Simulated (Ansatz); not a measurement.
Z-matrix (Å, degrees):
```
In
F 1 1.9225
F 1 1.9225 2 114.77
Cl 1 2.2766 2 122.62 3 180.00
```
Charge 0, multiplicity 1.

These are frozen-core CCSD(T)/def2-TZVPP // PBE0-D4/def2-TZVP run with Ansatz (an electronic-structure program) values and carry that method's errors.

```json
{
 "HF energy": "-847.80071 Ha",
 "MP2 correlation energy": "-0.96157 Ha"
}
```

Q: Estimate the CCSD correlation energy, the (T) correction, the total energy and the T1 diagnostic.

A: 
```
Quantity                        Result
-----------------------  -------------
CCSD correlation energy    -0.96678 Ha
(T) correction             -0.03178 Ha
CCSD(T) total energy     -848.79927 Ha
T1 diagnostic                    0.016
```
